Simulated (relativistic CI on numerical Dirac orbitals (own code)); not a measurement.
# Ligand-field terms of d5

Computed with a parametric ligand-field model of a d^n configuration (Racah B and C, spin-orbit zeta, crystal field), exact diagonalisation.

Field parameters in Wybourne normalisation: Oh B⁴₀ = 21Dq, B⁴₄ = √(5/14) B⁴₀; Td as Oh with Dq negative (B⁴₀ = 21Dq, B⁴₄ = √(5/14) B⁴₀). The field is a parameter set, without covalency.

Ground term and bands for B = 930, C = 4640, ζ = 0 cm⁻¹, Oh, 10Dq = 17050 cm⁻¹?

Ground term 6A1 with 2.00 electrons in the two orbitals of the cubic e set. Spin-allowed: none. Lowest spin-forbidden: 4T1 19094 cm⁻¹ (524 nm), 2T2 22179 cm⁻¹ (451 nm), 4T2 24868 cm⁻¹ (402 nm). A high-spin d5 ion has no spin-allowed d-d band, hence its pale colour.

Ground term and bands for B = 300, C = 1330, ζ = 0 cm⁻¹, Oh, 10Dq = 24300 cm⁻¹?

Ground term 2T2 with 0.01 electrons in the two orbitals of the cubic e set. Spin-allowed: 2A2 22447 cm⁻¹ (445 nm), 2T1 22553 cm⁻¹ (443 nm), 2T2 23484 cm⁻¹ (426 nm), 2E 24167 cm⁻¹ (414 nm). Lowest spin-forbidden: 4T1 17841 cm⁻¹ (560 nm), 4T2 20173 cm⁻¹ (496 nm), 6A1 31252 cm⁻¹ (320 nm).

A d5 ion in Oh symmetry has the ground term 2T2 and bands at 4T1 22764 cm⁻¹ (439 nm), 4T2 25482 cm⁻¹ (392 nm), 2A2 28826 cm⁻¹ (347 nm), 2T1 28945 cm⁻¹ (345 nm), 2T2 30051 cm⁻¹ (333 nm), 2E 30921 cm⁻¹ (323 nm), 6A1 39893 cm⁻¹ (251 nm). Which parameters reproduce them?

B = 350, C = 1780, ζ = 0 cm⁻¹, Oh, 10Dq = 31200 cm⁻¹.

Ground term and bands for B = 670, C = 3120, ζ = 0 cm⁻¹, Td, 10Dq = -6150 cm⁻¹?

Ground term 6A1 with 2.00 electrons in the two orbitals of the cubic e set. Spin-allowed: none. Lowest spin-forbidden: 4T1 18238 cm⁻¹ (548 nm), 4T2 20954 cm⁻¹ (477 nm), 4A1+E 22300 cm⁻¹ (448 nm). A high-spin d5 ion has no spin-allowed d-d band, hence its pale colour.

Ground term and bands for B = 920, C = 4140, ζ = 0 cm⁻¹, Oh, 10Dq = 33350 cm⁻¹?

Ground term 2T2 with 0.05 electrons in the two orbitals of the cubic e set. Spin-allowed: 2A2 28480 cm⁻¹ (351 nm), 2T1 28793 cm⁻¹ (347 nm), 2T2 31159 cm⁻¹ (321 nm), 2E 33368 cm⁻¹ (300 nm). Lowest spin-forbidden: 6A1 14020 cm⁻¹ (713 nm), 4T1 14164 cm⁻¹ (706 nm), 4T2 20923 cm⁻¹ (478 nm).
